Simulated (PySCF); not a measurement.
A structure optimised at PBE-D3(BJ)/def2-SVP, used in a PySCF frequency run:

```xyz
7

W      0.0000     0.0000     0.2333
O     -0.0295    -1.4244     1.2028
O      0.0295     1.4244     1.2028
S     -1.9710    -0.0683    -1.0583
H     -1.9549     1.2733    -1.3195
S      1.9710     0.0683    -1.0583
H      1.9549    -1.2733    -1.3195
```
Charge 0, spin multiplicity 1.

Problem. Write its SMILES, formula and point group.

Solution. [O]=[W](=[O])([SH])[SH], H2O2S2W, C2

Problem. What are its rotational constants (standard atomic weights)?

Solution. 2.5324, 1.5535, 1.3020 GHz
